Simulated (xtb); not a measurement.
Ge(H)3(SeH) (GeH₄Se), SMILES [SeH][GeH3]. All values are semi-empirical tight-binding results from xtb (GFN2-xTB unless named), good for trends rather than for accurate numbers. The structure is a stationary point at GFN2-xTB.

Optimised geometry:

```xyz
6

Ge    -1.0673     0.3704     0.1196
Se     1.0914    -0.4194    -0.1356
H     -1.2968     1.5948    -0.7177
H     -1.9946    -0.7141    -0.3281
H     -1.3611     0.7088     1.5526
H      1.7005     0.8182     0.2773
```

For metal compounds this method's bond lengths and energies can be far off.

Computed properties:
```json
{
 "orbital_gap": "4.67 eV",
 "zero_point_energy": "17.7 kcal/mol",
 "G − E(el) at 298.15 K (modified RRHO)": "-0.3 kcal/mol"
}
```

Computed atomic charges and the Wiberg bond orders between heavy atoms:
charges (e) Ge1 0.15, Se2 -0.25, H3 -0.01, H4 -0.02, H5 -0.01, H6 0.15. Bond orders Ge1–Se2 1.05.
